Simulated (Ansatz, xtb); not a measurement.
**Relative energy of two structures of AlClF2HSi−**

We compare X, a singlet given by its coordinates, with Y, a singlet given by its coordinates. Both are isolated ions in the gas phase, relaxed with BLYP-D3(BJ)/def2-SVPD.

X (Å):

```xyz
6

Al    0.6743   -1.2165    0.0613
Cl    3.3417    0.6200    1.7219
F    -0.4502   -1.1206    1.3789
F    -0.0839   -2.1657   -1.1860
Si    2.7154    0.1183   -0.4333
H     3.5216   -1.2032   -0.5325
```

Close contacts (Å): Al1–F3 1.73, Al1–F4 1.74, Al1–Si5 2.49, Cl2–Si5 2.30, Si5–H6 1.55.

Y (Å):

```yaml
atoms:
  - { symbol: Al, position_ang: [0.5767, 0.2920, 0.2620] }
  - { symbol: Cl, position_ang: [2.0000, 1.3153, -1.1506] }
  - { symbol: F, position_ang: [-1.9187, -1.9050, 0.7789] }
  - { symbol: F, position_ang: [0.5591, 1.2705, 1.7009] }
  - { symbol: Si, position_ang: [-1.1867, -1.2325, -0.6581] }
  - { symbol: H, position_ang: [-0.1420, -2.3529, -0.9308] }
```

Close contacts (Å): Al1–Cl2 2.25, Al1–F4 1.74, Al1–Si5 2.51, F3–Si5 1.75, Si5–H6 1.56.

Task: Which of the two would you expect CCSD(T)/def2-SVPD + ΔMP2/def2-TZVPPD electronic energies to favour?

Result: Structure X; the calculation gives E(Y) − E(X) = +0.213 eV.

How the difference moves with the method:

| level | geometry | E(Y) − E(X) (eV) | departure from the last row (eV) | job, with rough time for the two |
| --- | --- | --- | --- | --- |
| GFN2-xTB | GFN2-xTB | +0.431 | +0.217 | optimisation, 0.53 s |
| HF/STO-3G | GFN2-xTB | +0.238 | +0.024 | single point, 0.5 s |
| r2SCAN-D4/def2-SVPD | GFN2-xTB | +0.299 | +0.086 | single point, 5.7 s |
| BLYP-D3(BJ)/def2-SVPD | BLYP-D3(BJ)/def2-SVPD | +0.206 | −0.008 | optimisation, 59 s |
| HF/def2-SVPD | BLYP-D3(BJ)/def2-SVPD | +0.252 | +0.039 | part of the CCSD(T) run |
| MP2/def2-SVPD | BLYP-D3(BJ)/def2-SVPD | +0.279 | +0.065 | part of the CCSD(T) run |
| CCSD(T)/def2-SVPD | BLYP-D3(BJ)/def2-SVPD | +0.238 | +0.024 | single point |
| CCSD(T)/def2-SVPD + ΔMP2/def2-TZVPPD | BLYP-D3(BJ)/def2-SVPD | +0.213 |  | single point, 37 s |

The levels shown agree on the order. The largest departure from CCSD(T)/def2-SVPD + ΔMP2/def2-TZVPPD is that of GFN2-xTB, 0.217 eV. The last row adds to CCSD(T) the change of the MP2 difference between the two basis sets, here −0.024 eV.

With harmonic frequencies from BLYP-D3(BJ)/def2-SVPD (ideal gas, rigid rotor, one conformer each, 298.15 K, 1 atm): on the last row, ΔE + ΔZPE = +0.211 eV. A mode under 50 cm⁻¹ makes harmonic enthalpies and free energies unreliable, so none is given.

The correlated steps freeze 17 core orbitals. Run with Ansatz 0.2.0, xtb 6.7.1; the last row on 2 threads of Intel(R) Xeon(R) Platinum 8375C CPU @ 2.90GHz (Ice Lake) on a shared host.
